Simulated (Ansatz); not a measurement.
Geometry optimisation, RKS PBE/def2-SVP in Ansatz.

The input (input.yaml):

```yaml
crystal:
  periodic: [false, false, false]
  atoms:
    - { symbol: Zr, position_ang: [-0.55388, -0.135411, -0.503308] }
    - { symbol: "N", position_ang: [0.093123, 0.461294, 2.784964] }
    - { symbol: H, position_ang: [0.174921, -0.358121, 3.403106] }
    - { symbol: H, position_ang: [0.7584, 1.159585, 3.146447] }
    - { symbol: "N", position_ang: [1.433028, -0.234977, -0.00805] }
    - { symbol: H, position_ang: [2.21587, -0.283808, -0.675544] }
    - { symbol: H, position_ang: [1.79626, -0.15823, 0.947297] }
    - { symbol: "N", position_ang: [-1.047474, 1.571769, -1.518972] }
    - { symbol: H, position_ang: [-1.857253, 1.66479, -2.147857] }
    - { symbol: H, position_ang: [-0.51555, 2.449988, -1.574587] }
    - { symbol: "N", position_ang: [-1.094265, -1.751558, -1.623066] }
    - { symbol: H, position_ang: [-2.025952, -1.822931, -2.05719] }
    - { symbol: H, position_ang: [-0.573317, -2.602799, -1.867643] }
    - { symbol: Si, position_ang: [-2.568564, -0.182804, 1.211296] }
    - { symbol: H, position_ang: [-3.956456, -0.367073, 0.611029] }
    - { symbol: H, position_ang: [-2.499732, -1.281778, 2.267436] }
    - { symbol: H, position_ang: [-2.746433, 1.068786, 2.071404] }
    - { symbol: H, position_ang: [-0.858425, 0.847379, 2.973238] }
basis:
  gaussian: { orbitals: def2-SVP }
hamiltonian:
  xc: pbe
relax:
  f_tol: 0.03
  max_steps: 50
```

Command:

```bash
$ ansatz run input.yaml --threads 4 --pin off --max-ram 5120MiB --backend cpu --events-out ev --progress --plain --runs-dir out
```

Task: Where does it end, and by what steps?

Result: It converged. The force dipped under the threshold on the way, but the program's further checks kept it going. After 33 steps the energy has fallen by 0.607 eV; H17 moved furthest, 1.44 Å. Joined: Zr1–N2 (3.40 → 2.49 Å).

```
step  energy less start (eV)  largest force component (eV/Å)  accepted
   0                  0.0000                           0.894       yes
   2                 -0.1334                           0.470       yes
   4                 -0.3792                           0.647       yes
   6                 -0.4745                           0.642       yes
   8                 -0.5391                           0.338       yes
  10                 -0.5404                           0.457        no
  12                 -0.5734                           0.078       yes
  14                 -0.5874                           0.276       yes
  16                 -0.5926                           0.078       yes
  18                 -0.5958                           0.092       yes
  20                 -0.5968                           0.095        no
  22                 -0.6002                           0.031       yes
  24                 -0.6024                           0.091       yes
  26                 -0.6043                           0.080       yes
  28                 -0.6058                           0.044       yes
  30                 -0.6065                           0.032       yes
  32                 -0.6070                           0.035       yes
  33                 -0.6071                           0.008       yes
```

```xyz
18
Properties=species:S:1:pos:R:3
Zr -0.488 -0.046 -0.159
N -0.063 1.153 1.982
H 0.073 0.504 2.770
H 0.734 1.807 1.986
N 1.432 -0.666 0.287
H 1.929 -1.351 -0.294
H 2.046 -0.417 1.071
N -0.749 1.743 -1.129
H -1.707 1.986 -1.425
H -0.126 2.482 -1.473
N -1.029 -1.493 -1.514
H -1.465 -1.359 -2.435
H -1.078 -2.499 -1.303
Si -2.706 -0.755 1.448
H -4.042 -0.369 0.825
H -2.876 -2.239 1.732
H -2.812 -0.139 2.846
H -0.900 1.701 2.226
```

Whether the end is a true minimum wasn't checked by a vibrational analysis.

Run time: 81 s on 4 threads of Arm Neoverse V2, with other jobs on the host, peak memory 0.26 GiB.
